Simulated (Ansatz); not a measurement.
`C#[C][SnH]([CH3])[F]` and `C=[CH][SnH]([CH3])[F]` differ in one atom or group.

Ansatz, PBE0-D4/def2-TZVP geometries, multiplicity 1. Each molecule was computed in one conformer, which needn't be the lowest.

Elements past krypton have def2 core potentials.

```csv
property,`C#[C][SnH]([CH3])[F]`
HOMO–LUMO gap (PBE/def2-TZVPP) / eV,5.48
HOMO energy (PBE0/def2-TZVPP) / eV,-8.28
LUMO energy (PBE0/def2-TZVPP) / eV,-0.72
LUMO energy (PBE/def2-TZVPP) / eV,-1.57
HOMO–LUMO gap (B3LYP/def2-TZVPP) / eV,7.07
size of the dipole moment (ωB97M-V/def2-TZVPP) / D,3.08
```

Q: What does the change do to each property? (Best estimate.)

A: The calculation gave: 
| property | `C=[CH][SnH]([CH3])[F]` | shift |
| --- | --- | --- |
| HOMO–LUMO gap (PBE/def2-TZVPP) / eV | 5.22 | -0.26 |
| HOMO energy (PBE0/def2-TZVPP) / eV | -8.28 | 0.00 |
| LUMO energy (PBE0/def2-TZVPP) / eV | -0.83 | -0.11 |
| LUMO energy (PBE/def2-TZVPP) / eV | -1.78 | -0.21 |
| HOMO–LUMO gap (B3LYP/def2-TZVPP) / eV | 6.99 | -0.08 |
| size of the dipole moment (ωB97M-V/def2-TZVPP) / D | 3.23 | 0.15 |

The zero-point energy changes by 60.8 kJ/mol with +6 modes. Dipoles are sizes alone; their direction can turn.

B3LYP here is the variant with VWN-RPA as its local correlation; programs differ in this.
